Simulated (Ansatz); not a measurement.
A relaxation, step by step

CH7GeN, closed shell, PBE0-D4/def2-TZVP (Ansatz 0.2.0). Settings:

```yaml
hamiltonian: {xc: pbe0, dispersion: d4}
relax: {f_tol: 0.005, max_steps: 200}
```

Start, a step off a saddle point along its unstable mode:

Ge1  (-0.564, 0.104, 0.735)
N2  (1.291, -0.125, 0.321)
C3  (-0.726, 0.013, -1.191)
H4  (0.504, -0.109, -0.936)
H5  (-0.693, 1.440, 1.495)
H6  (-0.972, -1.077, 1.638)
H7  (1.747, -0.987, 0.601)
H8  (1.928, 0.643, 0.508)
H9  (-1.354, -0.825, -1.536)
H10  (-1.162, 0.923, -1.636)
(Å)

```
               step  energy less the last (meV)  largest force component (eV/Å)
                  1                      1880.1                           2.407
                  2                      1350.8                           2.614
                  3                       829.9                           1.628
                  4                       444.2                           1.107
                  5                       229.5                           0.960
                  6                       101.7                           0.342
                  7                        71.7                           0.230
                  8                        60.6                           0.167
                  9                        49.4                           0.071
                 10                        47.0                           0.185
                 11                        38.4                           0.184
                 12                        24.9                           0.385
13 (rejected trial)                        79.3                           1.114
                 14                        13.6                           0.131
15 (rejected trial)                        18.1                           0.505
                 16                         9.7                           0.058
                 17                         6.9                           0.067
                 18                         4.1                           0.108
                 19                         3.5                           0.227
                 20                         0.3                           0.019
21 (rejected trial)                         2.8                           0.300
                 22                         0.2                           0.012
                 23                         0.0                           0.022
                 24                         0.0                           0.006
                 25                         0.0                           0.001
```

Step 11, positions (Å) and forces (eV/Å):

```
atom       x       y       z      Fx      Fy      Fz
 Ge1  -0.280   0.022   0.641   0.184  -0.003  -0.024
  N2   1.533  -0.378   0.697  -0.002   0.042   0.018
  C3  -0.837   0.089  -1.231  -0.056   0.002  -0.159
  H4   0.038   0.247  -1.871  -0.139   0.028   0.088
  H5  -0.601   1.371   1.334  -0.036  -0.013   0.006
  H6  -0.998  -1.117   1.392   0.050   0.035   0.042
  H7   1.873  -0.637   1.616  -0.114   0.011  -0.094
  H8   2.138   0.361   0.352  -0.166  -0.082   0.013
  H9  -1.305  -0.855  -1.528   0.104   0.111   0.068
 H10  -1.560   0.897  -1.401   0.175  -0.131   0.042
```

Step 19, positions (Å) and forces (eV/Å):

```tsv
atom	x	y	z	Fx	Fy	Fz
Ge1	-0.272	0.090	0.643	0.001	-0.022	0.043
N2	1.474	-0.510	0.699	-0.014	0.008	-0.011
C3	-0.821	0.103	-1.225	-0.057	0.036	-0.181
H4	-0.143	0.739	-1.810	-0.157	-0.133	0.110
H5	-0.464	1.498	1.266	0.010	0.011	-0.034
H6	-1.088	-0.911	1.484	0.001	-0.013	-0.015
H7	1.805	-0.714	1.633	-0.008	0.001	-0.001
H8	2.136	0.122	0.268	0.000	-0.003	-0.001
H9	-0.786	-0.915	-1.632	-0.004	0.208	0.078
H10	-1.841	0.497	-1.326	0.227	-0.093	0.013
```

Step 23, positions (Å) and forces (eV/Å):

| atom | x | y | z | Fx | Fy | Fz |
| --- | --- | --- | --- | --- | --- | --- |
| Ge1 | -0.271 | 0.097 | 0.644 | 0.001 | 0.003 | 0.002 |
| N2 | 1.467 | -0.526 | 0.703 | 0.004 | 0.001 | 0.006 |
| C3 | -0.819 | 0.107 | -1.222 | -0.008 | 0.000 | -0.022 |
| H4 | -0.190 | 0.789 | -1.798 | -0.007 | -0.008 | 0.010 |
| H5 | -0.442 | 1.517 | 1.245 | 0.001 | 0.000 | 0.001 |
| H6 | -1.100 | -0.891 | 1.487 | 0.001 | 0.000 | -0.001 |
| H7 | 1.797 | -0.721 | 1.638 | 0.001 | -0.001 | -0.003 |
| H8 | 2.136 | 0.090 | 0.261 | -0.005 | -0.002 | 0.001 |
| H9 | -0.723 | -0.895 | -1.641 | -0.001 | 0.011 | 0.006 |
| H10 | -1.856 | 0.435 | -1.317 | 0.011 | -0.005 | 0.001 |

Last step (25):

```json
{"atom": "Ge1", "x (Å)": "-0.2707", "y (Å)": "0.0975", "z (Å)": "0.6444"}
{"atom": "N2", "x (Å)": "1.4663", "y (Å)": "-0.5272", "z (Å)": "0.7033"}
{"atom": "C3", "x (Å)": "-0.8195", "y (Å)": "0.1072", "z (Å)": "-1.2225"}
{"atom": "H4", "x (Å)": "-0.1938", "y (Å)": "0.7928", "z (Å)": "-1.7967"}
{"atom": "H5", "x (Å)": "-0.4396", "y (Å)": "1.5182", "z (Å)": "1.2443"}
{"atom": "H6", "x (Å)": "-1.1008", "y (Å)": "-0.8889", "z (Å)": "1.4870"}
{"atom": "H7", "x (Å)": "1.7965", "y (Å)": "-0.7224", "z (Å)": "1.6388"}
{"atom": "H8", "x (Å)": "2.1362", "y (Å)": "0.0879", "z (Å)": "0.2607"}
{"atom": "H9", "x (Å)": "-0.7171", "y (Å)": "-0.8939", "z (Å)": "-1.6422"}
{"atom": "H10", "x (Å)": "-1.8577", "y (Å)": "0.4288", "z (Å)": "-1.3169"}
```

Hardware: 4 CPU threads of an Arm Neoverse V2, shared host. Wall time about 40 s.
